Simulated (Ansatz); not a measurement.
```yaml
crystal:
  periodic: [false, false, false]
  atoms:
    - {symbol: O, position_ang: [-1.375220, -0.627631, 0.834929]}
    - {symbol: Mo, position_ang: [-0.273725, 0.170453, -0.086471]}
    - {symbol: O, position_ang: [1.386294, -0.601528, 0.156958]}
    - {symbol: F, position_ang: [-0.420930, -0.733976, -1.692914]}
    - {symbol: F, position_ang: [-1.066010, 1.543685, -1.033877]}
    - {symbol: F, position_ang: [0.232812, 1.536670, 1.052158]}
    - {symbol: H, position_ang: [1.577979, -1.355574, 0.723519]}
basis:
  gaussian: {orbitals: def2-TZVPP}
hamiltonian: {xc: {name: HF}, pseudopotentials: {relativity: scalar}}
correlation: {method: mp2}
accuracy: high
scf: {lower_state_search: light}
```

```sh
$ ansatz run in.yaml --threads 4 --pin off --events-out ev --progress --plain --max-ram 10444MiB
```

Shortened log:

```
Functional definition: HF
3923 factors; integrals over basis functions are off by at most 2.6e-8 eV
mean field evaluation 1: about -14049.5430 eV, gradient 9.1e1 eV
mean field evaluation 2: about -14049.7302 eV, gradient 9.1e1 eV
mean field evaluation 4: about -14062.8738 eV, gradient 1.8e1 eV
mean field evaluation 8: about -14063.4033 eV, gradient 1.5e0 eV
mean field evaluation 16: about -14063.4098 eV, gradient 7.3e-6 eV
mean field -14063.40977139 eV, -516.8207765772 hartree, gradient 8.3e-8 eV, S^2 0.000000; 0 other end points of the search recorded, 0 dependent functions left out
5 core orbitals not correlated: weight in the atoms' cores, before any rotation towards them, 1.000 or more for the frozen orbitals, at most 0.000 for the correlated occupied ones
reference -14063.40977139 eV, -516.8207765772 hartree; 24, 24 occupied and 196, 196 virtual orbitals, 3923 factors
second order -50.23889729 eV of doubles, -0.00000000 eV of singles
Total energy: -14113.64866869 eV, -518.6670219996 hartree
Relativity: scalar
```

It took 12 s on 4 threads of an Arm Neoverse V1 on a shared host, with 1.4 GiB of host memory at the peak.
